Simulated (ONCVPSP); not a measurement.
**Al, ONCV: configuration errors across variants**

Al (Z = 13), optimised norm-conserving Vanderbilt (ONCV), made with ONCVPSP 4.0.1 (PBEsol, scalar-relativistic). Core [Ne], reference 3s1 (charge +2). Waves: 3s: rc 1.70 bohr, ncon 4, nbas 8, qcut 4.8 1/bohr, 2 projectors, debl 1.9 Ha; p scattering state at 0.03 Ha: rc 1.70 bohr, ncon 4, nbas 7, qcut 5.1 1/bohr, 2 projectors, debl 0.8 Ha; d scattering state at 0.32 Ha: rc 1.40 bohr, ncon 5, nbas 10, qcut 6.6 1/bohr, 1 projector. Local part: polynomial inside 1.30 bohr (lpopt 4, dvloc0 0 Ha). Core correction: Teter function, fcfact 5.75, rcfact 1.15.

In the p channel the program set the typed energies aside and used 0.050, 0.850 Ha.

All-electron excitation energies from the reference (eV): (1) 3s2 3p1 -24.907; (2) 3s2 -19.171; (3) 3s2 3p0.5 -22.833; (4) 3s1 3p1 -13.379.

A true bound ghost makes a file unfit for plane-wave use even where its test errors are small: the radial tests pick states by their node count and pass the ghost by.

Errors AE − PS in meV (a dash: test not solved or not reliable):

```csv
change,(1),(2),(3),(4),bound ghosts,GHOST(+) flags above zero
base,+9.0,+1.5,+5.9,+15,none,s
"p: rc 1.28; local potential polynomial inside 1.28 bohr (lpopt 4, dvloc0 0 Ha)",-17,+1.5,-9.4,-5.1,p,"s, p"
p: rc 1.42,-22,+1.5,-12,-12,p,s
p: rc 1.68,+9.0,+1.5,+5.9,+15,none,"s, p"
p: rc 2.18,+7.4,+1.5,+5.1,+12,none,s
p: rc 2.42,+6.3,+1.5,+4.4,+11,none,s
```

Give the same row for: p: rc 1.9.

+8.7, +1.5, +5.8, +14; bound ghosts: none; GHOST(+) flags above zero: s.
